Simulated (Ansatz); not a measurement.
Mo₃P₃. Total charge 0; doublet. Geometry PBE0-D4/def2-SVP; atoms count from 1.

```
atom   x (Å)   y (Å)   z (Å)
 Mo1  -0.017   1.619  -0.266
 Mo2   0.730  -1.187  -1.031
 Mo3   0.114  -0.190   1.220
  P4   1.508  -2.096   0.888
  P5  -0.662   0.422  -2.049
  P6  -1.673   1.431   1.238
```

In the def2 sets Mo takes a core potential; there is no spin–orbit coupling. The charge 0 doublet is spin-contaminated (final ⟨S²⟩ up to 2.24, 0.75 for a pure state). Another isomer (doublet) lies 1.09 eV lower at PBE0-D4/def2-TZVP; other spin states weren't run for this one.

(1) Estimate the Mulliken populations from the PBE0/def2-TZVP orbitals of Ansatz.

(2) Where does the spin sit?

(3) And the Mayer bond orders between heavy atoms (over 0.3)?

## Answers

(1) 
```
atom  charge (e)  spin (α − β)  d electrons
 Mo1        0.37          0.98         4.74
 Mo2        0.43          2.69         4.68
 Mo3        0.41         -2.20         4.63
  P4       -0.48         -0.22            –
  P5       -0.39         -0.20            –
  P6       -0.35         -0.05            –
```
Mulliken values depend strongly on the basis.

(2) Summed by element: Mo 1.46, P -0.46, of 1 unpaired in all. Largest on single atoms: Mo2 2.69, Mo3 -2.20, Mo1 0.98.

(3) Mo1–Mo2 0.47 (3.00 Å); Mo1–Mo3 1.75 (2.34 Å); Mo1–P5 1.64 (2.24 Å); Mo1–P6 1.73 (2.24 Å); Mo2–Mo3 1.14 (2.54 Å); Mo2–P4 1.60 (2.26 Å); Mo2–P5 1.16 (2.36 Å); Mo3–P4 1.07 (2.38 Å); Mo3–P6 1.03 (2.41 Å).
